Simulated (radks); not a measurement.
Results of a calculation; reference values are marked as such.
Pt21+, 57 electrons, occupied as [Kr] 4d10 4f11. Code: a radial shooting solver on a logarithmic mesh with Libxc functionals. Model: non-relativistic Kohn-Sham, PBE, spin-polarised, spherical densities, point nucleus; open shells are filled with parallel spins first (spin-orbit coupling, left out, can overturn this in heavy ions); relativity is left out, which matters for an element this heavy.

Normalised radial functions P(r) = r R(r), r in bohr:

r,4s down,4f up
0.001351,0.1322,0.0000
0.001731,0.1642,0.0000
0.002218,0.2023,0.0000
0.002842,0.2461,0.0000
0.003613,0.2932,0.0000
0.00463,0.3441,0.0000
0.005934,0.3924,0.0000
0.007604,0.4299,0.0000
0.009744,0.4442,0.0001
0.01249,0.4185,0.0003
0.016,0.3336,0.0007
0.0205,0.1735,0.0017
0.02628,-0.0639,0.0042
0.03367,-0.3505,0.0100
0.04315,-0.6118,0.0228
0.05529,-0.7258,0.0499
0.07029,-0.5720,0.1018
0.09007,-0.0918,0.2001
0.1154,0.5685,0.3662
0.1479,1.0306,0.6153
0.1895,0.8682,0.9354
0.2429,-0.0119,1.2659
0.3113,-1.1348,1.5011
0.3989,-1.7667,1.5328
0.5111,-1.5844,1.3230
0.655,-0.9323,0.9410
0.8394,-0.3567,0.5268
1.076,-0.0829,0.2161
1.378,-0.0104,0.0584

4s down: eigenvalue -1092.4 eV, 3 radial nodes at r = 0.0247, 0.0934, 0.242 bohr, <r> = 0.448 bohr, 90 % of the charge inside 0.638 bohr. 4f up: eigenvalue -599.10 eV, 0 radial nodes, <r> = 0.452 bohr, 90 % of the charge inside 0.700 bohr.
